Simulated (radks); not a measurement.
The numbers below are computed, except where a source is named.
Species: V I. Configuration: [Ar] 3d3 4s2. Code: a radial shooting solver on a logarithmic mesh with Libxc functionals. Model: scalar-relativistic Kohn-Sham, r2SCAN, spin-unpolarised, spherical densities, finite nucleus; meta-GGA in the generalised Kohn-Sham scheme; Fermi nuclear charge, rms radius 3.6002 fm. Some entries of the table are withheld. Estimate them.

orbital,occ.,eigenvalue (hartree),<r> (bohr),<r^2> (bohr^2)
1s,2,-197.9354,0.06645,0.005940
2s,2,-22.44420,0.3074,0.1117
2p,6,-18.69328,(1),0.09237
3s,2,-2.67761,0.9484,1.037
3p,6,-1.67294,1.017,1.218
3d,3,-0.18552,(2),2.869
4s,2,-0.17928,3.366,13.04

Answer. 
(1) 2p <r> (bohr): 0.2738
(2) 3d <r> (bohr): 1.451
